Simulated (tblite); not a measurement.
C6H11NOSi.
Cartesian coordinates in Å at the GFN2-xTB level; atoms count from 1:
```xyz
20
C6H11NOSi angstrom
C     -3.489    0.270   -0.278
C     -1.985    0.505   -0.329
C     -1.212   -0.671    0.259
O      0.162   -0.412    0.191
Si     1.410   -1.322    0.667
C      2.883   -0.247    0.218
C      2.803    0.957   -0.351
C      3.935    1.730   -0.671
N      4.862    2.355   -0.930
H     -3.757   -0.619   -0.843
H     -3.821    0.136    0.749
H     -4.018    1.120   -0.702
H     -1.728    1.406    0.232
H     -1.665    0.650   -1.362
H     -1.504   -0.832    1.304
H     -1.440   -1.589   -0.298
H      1.467   -2.598   -0.055
H      1.383   -1.582    2.110
H      3.863   -0.646    0.444
H      1.845    1.398   -0.595
```

All values are computed: GFN2-xTB (tblite) harmonic vibrations without scaling, gas phase. Errors from tens to a few hundred cm⁻¹ against measured bands are possible. Modes of hydrogen on silicon can be 10 to 20 % off. One conformer, not necessarily the lowest.

Harmonic wavenumbers (cm⁻¹): 25.6, 42.6, 51.9, 82.4, 115.2, 130.8, 144.8, 174.0, 223.3, 297.0, 325.9, 399.5, 410.8, 507.0, 536.5, 595.6, 716.4, 740.3, 789.1, 803.0, 812.7, 858.7, 901.3, 941.4, 1000.9, 1020.9, 1094.3, 1124.6, 1148.3, 1151.8, 1180.0, 1233.4, 1276.5, 1276.5, 1301.7, 1366.4, 1414.5, 1488.8, 1493.1, 1499.8, 1503.6, 1635.2, 2205.2, 2242.3, 2363.2, 2891.5, 2916.8, 2983.1, 2994.4, 3036.5, 3040.0, 3047.9, 3052.4, 3061.4.

A = 2464, B = 517.4, C = 433.2 MHz; mass 141.061 u (most abundant isotopes); point group Cs, symmetry number 1.

Q: Zero-point energy?

A: Half the sum of the wavenumbers: 33835 cm⁻¹ = 404.76 kJ/mol.

Q: What is S at 298.15 K and 1 bar for an ideal gas of classical rigid rotors and harmonic oscillators?

A: Translation 170.58, rotation 128.63, vibration 173.88: S = 473.1 J/(mol K).

Q: And Cp and H(298.15 K) − H(0)?

A: Cp = 180.64 J/(mol K), of which vibrations give 147.38 (their classical limit is 54 R = 449.0); H(298.15 K) − H(0) = 34.52 kJ/mol without the zero-point energy, 24.60 from vibrations.

Q: How do the functions run with temperature in this model?

A: 
```tsv
T (K)	S (J/(mol K))	Cp (J/(mol K))	H − H(0) (kJ/mol)	G − H(0) (kJ/mol)	ln q(vib)
150	372.7	119.5	12.35	-43.55	5.68
250	443.1	160.2	26.31	-84.47	9.36
400	532.1	222.1	55.06	-157.76	14.27
600	635.2	287.1	106.35	-274.74	20.29
900	764.7	351.1	202.87	-485.39	28.46
```

q(vib) and H(0) count from the zero-point level.

Q: Which modes carry the vibrational entropy at 298.15 K?

A: 25.6 cm⁻¹: 25.71; 42.6 cm⁻¹: 21.48; 51.9 cm⁻¹: 19.85; 82.4 cm⁻¹: 16.04; 115.2 cm⁻¹: 13.30; 130.8 cm⁻¹: 12.28 J/(mol K); the other 48 give 65.22 together.

Q: What must be added to the electronic energy to get the Gibbs energy at 298.15 K and 1 bar?

A: ZPE + [H(298.15 K) − H(0)] − T·S = 404.76 + 34.52 − 141.05 = 298.23 kJ/mol.

Q: Blend soft modes into free rotors: weight 1/[1 + (100 cm⁻¹/ν̃)⁴] for the oscillator and the rest for a rotor with moment μB/(μ + B), μ = h/(8π²ν), B = 10⁻⁴⁴ kg m². What vibrational entropy results?

A: 151.71 J/(mol K) in place of 173.88, which changes −T·S at 298.15 K by +6.61 kJ/mol.

Hindered rotation and anharmonicity are outside this model. Other conformers, if any are populated, would add a mixing term that is left out.
